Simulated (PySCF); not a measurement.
Isomers of C5H6N2, one GFN2-xTB conformer each. Single-point energies are computed at PBE0/pcSseg-1 (PySCF, gas phase, no added dispersion term), electronic only.

| SMILES | GFN2-xTB relative energy (kcal/mol) |
| --- | --- |
| N#C[C@H]1CC=NC1 | 26.4 |
| Cc1cncnc1 | 0.0 |
| Cc1ccnnc1 | 18.7 |

What does PBE0/pcSseg-1 give for the same structures?

| SMILES | PBE0/pcSseg-1 E (Eh) | PBE0/pcSseg-1 (kcal/mol) | GFN2-xTB (kcal/mol) | point group |
| --- | --- | --- | --- | --- |
| Cc1cncnc1 | -303.24696 | 0.0 | 0.0 | Cs |
| N#C[C@H]1CC=NC1 | -303.21416 | 20.6 | 26.4 | C1 |
| Cc1ccnnc1 | -303.21076 | 22.7 | 18.7 | – |

Both levels put the same isomer lowest; measured from each level's own lowest isomer, the values differ by up to 5.8 kcal/mol (N#C[C@H]1CC=NC1: 26.4 against 20.6). As drawn, the highest has an N–N linkage, which the lowest lacks. Neighbours under 2.5 kcal/mol apart (N#C[C@H]1CC=NC1 and Cc1ccnnc1) can change places with a better method, another conformer or zero-point energy.

Which frontier levels, dipoles and rotational constants go with these structures?

```json
{"SMILES": "Cc1cncnc1", "HOMO (eV, PBE0/pcSseg-1)": "-7.26", "LUMO (eV)": "-1.16", "dipole (D)": "2.90", "A, B, C (MHz)": "5992, 2681, 1874"}
{"SMILES": "N#C[C@H]1CC=NC1", "HOMO (eV, PBE0/pcSseg-1)": "-7.95", "LUMO (eV)": "-0.38", "dipole (D)": "3.56", "A, B, C (MHz)": "6297, 2074, 1767"}
{"SMILES": "Cc1ccnnc1", "HOMO (eV, PBE0/pcSseg-1)": "-6.55", "LUMO (eV)": "-1.27", "dipole (D)": "4.72", "A, B, C (MHz)": "6071, 2621, 1852"}
```
